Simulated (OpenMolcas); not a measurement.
**OpenMolcas run: Dy⁴⁺**

Input:

```
&GATEWAY
Coord
1

Dy 0.0 0.0 0.0
Basis=ANO-RCC-MB
Group=XYZ
NoMove
AngMom=0.0 0.0 0.0
AMFI
&SEWARD
&RASSCF
FileOrb=start.orb
Symmetry=1
Spin=7
nActEl=8 0 0
Inactive=15 12
Ras2=0 7
CIRoot=7 7 1
SDav=7
CIMx=300
Iter=120 100
PrWF=0.3
OrbListing=Nothing
MaxOrb=0
Atom
>>> COPY $Project.JobIph JOB001
&RASSCF
FileOrb=start.orb
Symmetry=1
Spin=5
nActEl=8 0 0
Inactive=15 12
Ras2=0 7
CIRoot=132 132 1
SDav=140
CIMx=300
Iter=120 100
PrWF=0.3
OrbListing=Nothing
MaxOrb=0
Atom
CIOnly
>>> COPY $Project.JobIph JOB002
&RASSI
NrOfJobIphs=2 7 5
1 2 3 4 5 6 7
1 2 3 4 5
IphNames
JOB001
JOB002
EJob
SpinOrbit
DIPRint=1.0
SOCoupling=1000.0
Subsets=2
MEES
Property=10
'ANGMOM' 1 'ANGMOM' 2 'ANGMOM' 3 'MLTPL  1' 1 'MLTPL  1' 2 'MLTPL  1' 3
'AMFI' 1 'AMFI' 2 'AMFI' 3 'MLTPL  2' 6
SOProperty=3
'ANGMOM' 1 'ANGMOM' 2 'ANGMOM' 3
```

Launched by
```bash
OMP_NUM_THREADS=1 MOLCAS_MEM=2252 MOLCAS_PROJECT=a pymolcas a.inp > a.log  # once for each step of the input, in one work folder
```

A driver script runs the steps one by one and writes start.orb anew before each from the orbitals found so far, so a CI-only block uses the converged orbitals of the first block.

Output, cut to the results:

```
--- SEWARD ---
Basis set label: DY.ANO-RCC...6S5P3D1F.

      Electronic valence basis set:
      ------------------
      Associated Effective Charge  66.000000 au
      Associated Actual Charge     66.000000 au
      Nuclear Model: Point charge

      Shell  nPrim  nBasis  Cartesian Spherical Contaminant
         s      25       6        X
         p      22       5        X
         d      15       3                 X
         f      11       1                 X
                  Relativistic Douglas-Kroll-Hess integrals:
                    - DKH order of Hamiltonian: 2
                    - DKH order of Properties : 0
                  Atomic mean-field integrals
--- RASSCF ---
Wave function specifications:
      -----------------------------

      Number of closed shell electrons          54
      Number of electrons in active shells       8
      Max number of holes in RAS1 space          0
      Max nr of electrons in RAS3 space          0
      Number of inactive orbitals               27
      Number of active orbitals                  7
      Number of secondary orbitals               9
      Spin quantum number                      3.0
      State symmetry                             1
Orbital specifications:
      -----------------------

      Symmetry species                           1   2
                                                ag  au
      Frozen orbitals                            0   0
      Inactive orbitals                         15  12
      Active orbitals                            0   7
      RAS1 orbitals                              0   0
      RAS2 orbitals                              0   7
      RAS3 orbitals                              0   0
      Secondary orbitals                         6   3
      Deleted orbitals                           0   0
      Number of basis functions                 21  22
      Number of CSFs                             7
      Number of root(s) required                 7
      Iter CI   SX   CI       RASSCF       Energy    max ROT     max BLB   max BLB  Level Ln srch  Step   QN
          iter iter root      energy       change     param      element    value   shift minimum  type update
 Nr of preliminary CI iterations:   1
      Total energies have been shifted. Add               -12000.00 au
        1   1    5    0  -143.01043141    0.00E+00  -1.19E-01*  10  20 2  5.81E-01*  0.00   0.00    SX    NO
        2   1    5    0  -143.30943297   -2.99E-01* -1.73E-02   10  20 2  7.49E-02*  0.00   0.00    SX    NO
        3   1    4    0  -143.31437827   -4.95E-03* -1.58E-03   10  20 2  6.79E-03*  0.00   0.00    SX    NO
        4   1    4    0  -143.31442741   -4.91E-05* -1.64E-04   10  20 2  7.08E-04*  0.00   0.00    SX    NO
        5   1    3    0  -143.31442795   -5.37E-07* -1.92E-05   10  20 2  7.40E-05   0.00   1.12    QN   YES
        6   1    2    0  -143.31442795   -5.99E-09   6.33E-09    7  20 2 -1.32E-07   0.00   1.00    QN   YES
      Convergence after  6 iterations
        7   1    2    0  -143.31442795    3.64E-12   6.33E-09   15  16 1 -4.91E-09   0.00   1.00    QN   YES
      Natural orbitals and occupation numbers for root  1
      sym 2:   1.000000   1.000000   1.000000   2.000000   1.000000   1.000000   1.000000
      Natural orbitals and occupation numbers for root  2
      sym 2:   1.000000   1.000000   2.000000   1.000000   1.000000   1.000000   1.000000
      Natural orbitals and occupation numbers for root  3
      sym 2:   1.000000   2.000000   1.000000   1.000000   1.000000   1.000000   1.000000
::    RASSCF root number  1 Total energy: -12143.31442795
::    RASSCF root number  2 Total energy: -12143.31442795
::    RASSCF root number  3 Total energy: -12143.31442795
::    RASSCF root number  4 Total energy: -12143.31442795
::    RASSCF root number  5 Total energy: -12143.31442795
::    RASSCF root number  6 Total energy: -12143.31442795
::    RASSCF root number  7 Total energy: -12143.31442795
--- RASSCF ---
Wave function specifications:
      -----------------------------

      Number of closed shell electrons          54
      Number of electrons in active shells       8
      Max number of holes in RAS1 space          0
      Max nr of electrons in RAS3 space          0
      Number of inactive orbitals               27
      Number of active orbitals                  7
      Number of secondary orbitals               9
      Spin quantum number                      2.0
...
--- RASSI ---
SPIN-FREE ENERGIES:
  (Shifted by EMIN (a.u.) =     -12143.3144279540)

 SF State       Relative EMIN(au)   Rel lowest level(eV)    D:o, cm**(-1)      L_eff

     1             0.0000000000        0.0000000000              0.0000         3.0
     2             0.0000000000        0.0000000000              0.0000         3.0
     3             0.0000000000        0.0000000000              0.0000         3.0
     4             0.0000000000        0.0000000000              0.0000         3.0
     5             0.0000000000        0.0000000000              0.0000         3.0
     6             0.0000000000        0.0000000000              0.0000         3.0
     7             0.0000000000        0.0000000000              0.0000         3.0
     8             0.1132533316        3.0817801511          24856.2332         2.0
     9             0.1132533316        3.0817801511          24856.2332         2.0
    10             0.1132533316        3.0817801511          24856.2332         2.0
    11             0.1132533316        3.0817801511          24856.2332         2.0
    12             0.1132533316        3.0817801511          24856.2332         2.0
     Dipole printing threshold changed to   1.00000000E+00
Eigenvalues of complex Hamiltonian:
   -----------------------------------
  (Shifted by EMIN (a.u.) =     -12143.3144279540)

 SO State       Relative EMIN(au)   Rel lowest level(eV)    D:o, cm**(-1)     J-value

     1            -0.0129229971        0.0000000000              0.0000         5.7
     2            -0.0129229971        0.0000000000              0.0000         5.8
     3            -0.0129229971        0.0000000000              0.0000         2.3
     4            -0.0129229971        0.0000000000              0.0000         2.1
     5            -0.0129229971        0.0000000000              0.0000         3.8
     6            -0.0129229971        0.0000000000              0.0000         5.3
...
```

The J values that RASSI prints are effective ones from its own formula and need not be integers or half-integers; the table below assigns J from the states.

Levels above the lowest, from the spin-orbit matrix, grouped by J:

```json
{"Configuration": "4f8", "Term": "7F", "J": "6", "E (cm-1)": "0.0", "g": "1.501", "Term weight %": "100"}
{"Configuration": "4f8", "Term": "7F", "J": "5", "E (cm-1)": "1891", "g": "1.501", "Term weight %": "100"}
{"Configuration": "4f8", "Term": "7F", "J": "4", "E (cm-1)": "3107", "g": "1.501", "Term weight %": "98"}
{"Configuration": "4f8", "Term": "7F", "J": "3", "E (cm-1)": "4018", "g": "1.501", "Term weight %": "97"}
{"Configuration": "4f8", "Term": "7F", "J": "2", "E (cm-1)": "4685", "g": "1.501", "Term weight %": "96"}
{"Configuration": "4f8", "Term": "7F", "J": "1", "E (cm-1)": "5124", "g": "1.501", "Term weight %": "96"}
{"Configuration": "4f8", "Term": "7F", "J": "0", "E (cm-1)": "5342", "g": "", "Term weight %": "96"}
{"Configuration": "4f8", "Term": "5D", "J": "4", "E (cm-1)": "22480", "g": "1.501", "Term weight %": "98"}
```

High states are left out of the spin-orbit mixing, which shifts the levels that they would mix with. Without dynamic correlation excited terms often stand tens of per cent too high (terms of higher spin than the ground term too low), and those without a measured partner can miss by more than the paired ones. Terms from blocks run as CI alone lack orbitals of their own. The basis is small and was not contracted for so high a charge. Only configurations of the active space appear. The first state left out of the spin-orbit step lies near 28000 cm-1 above the lowest spin-free state of the reference (among the parities and spins computed), and the list stops at four fifths of that energy or lower.

The term weight is that of the spin-free term in the level, not the purity of its configuration.
